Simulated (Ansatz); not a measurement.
Program: Ansatz. Geometries: PBE0-D4/def2-TZVP. ΔE: electronic, gas phase. CBS: MP2 limit from def2 TZ/QZ plus the TZ coupled-cluster correction, frozen cores. This one scheme is used for every species. DFT in def2-TZVPP. B3LYP here is the variant with VWN-RPA as its local correlation; programs differ in this. HSE06 is defined as in plane-wave codes. For Ga, Se outer-core shells are correlated without core-valence functions, which leaves a few kJ/mol of doubt a bond. Scalar relativity is left out up to krypton. One conformer a species, not always the lowest.

`[F][Ga]([F])[SeH]` + H–F → `[F][Ga]([F])[F]` + H₂Se  (ligand exchange at a Ga–Se bond)

| level | ΔE (kJ/mol) | difference from CCSD(T)/CBS |
| --- | --- | --- |
| LDA (SPW92) | 48.5 | 2.2 |
| revPBE-D4 | 44.2 | -2.1 |
| BLYP-D4 | 37.8 | -8.5 |
| r2SCAN-D4 | 38.3 | -8.0 |
| B97M-V | 29.7 | -16.6 |
| B3LYP-D4 | 40.2 | -6.1 |
| r2SCANh-D4 | 40.1 | -6.2 |
| r2SCAN0-D4 | 42.4 | -3.9 |
| HSE06-D4 | 47.8 | 1.5 |
| BHLYP-D4 | 40.7 | -5.6 |
| CAM-B3LYP-D4 | 33.2 | -13.1 |
| ωB97X-V | 32.6 | -13.7 |
| ωB97M-V | 37.8 | -8.5 |
| B2PLYP | 33.6 | -12.7 |
| PBE-QIDH | 41.7 | -4.6 |
| PBE | 42.3 | -4.0 |
| revPBE | 39.5 | -6.8 |
| BLYP | 31.1 | -15.2 |
| r2SCAN | 37.5 | -8.8 |
| PBE0 | 44.5 | -1.8 |
| B3LYP | 34.3 | -12.0 |
| r2SCANh | 39.2 | -7.1 |
| r2SCAN0 | 41.4 | -4.9 |
| HSE06 | 44.7 | -1.6 |
| BHLYP | 33.6 | -12.7 |
| CAM-B3LYP | 29.7 | -16.6 |
| LC-ωPBE | 32.7 | -13.6 |
| HF/def2-SVP | 17.7 | -28.6 |
| CCSD/def2-SVP | 15.3 | -31.0 |
| CCSD(T)/def2-SVP | 16.4 | -29.9 |
| HF/def2-TZVPP | 24.0 | -22.3 |
| MP2/def2-TZVPP | 38.5 | -7.8 |
| SCS-MP2/def2-TZVPP | 30.9 | -15.4 |
| CCSD/def2-TZVPP | 33.5 | -12.8 |
| CCSD(T)/def2-TZVPP | 35.3 | -11.0 |
| HF/def2-QZVPP | 20.4 | -25.9 |
| MP2/def2-QZVPP | 43.5 | -2.8 |
| SCS-MP2/def2-QZVPP | 34.8 | -11.5 |
| MP2/CBS(def2) | 49.4 | 3.1 |
| CCSD/CBS(def2) | 44.4 | -1.9 |
| CCSD(T)/CBS | 46.3 | 0 |

Task: What do rigid-rotor, harmonic-oscillator terms from PBE0-D4/def2-TZVP frequencies (298.15 K, 1 bar) make of the CCSD(T)/CBS value? (An estimate is asked.)

Result: The calculation gave: ΔZPE = -5.4 kJ/mol, ΔH = +39.1 kJ/mol, ΔS = -4 J/(mol·K), ΔG = +40.3 kJ/mol.

Largest T1 diagnostic among the species: 0.015.

From r2SCAN to r2SCAN0 (25 % exact exchange), in def2-TZVPP and without D4, ΔE moves by +3.9 kJ/mol. Leaving LDA and LC-ωPBE aside and taking each functional with its dispersion term where it has one, the values spread over 18.1 kJ/mol, from B97M-V to HSE06-D4. LDA lies +6.2 kJ/mol from PBE without D4. The D4 term adds +5.9 kJ/mol with B3LYP and +3.1 kJ/mol with PBE0; it sums over pairs of atoms, weighted by their polarisabilities, and B3LYP, whose exchange is more repulsive, gets the larger term.
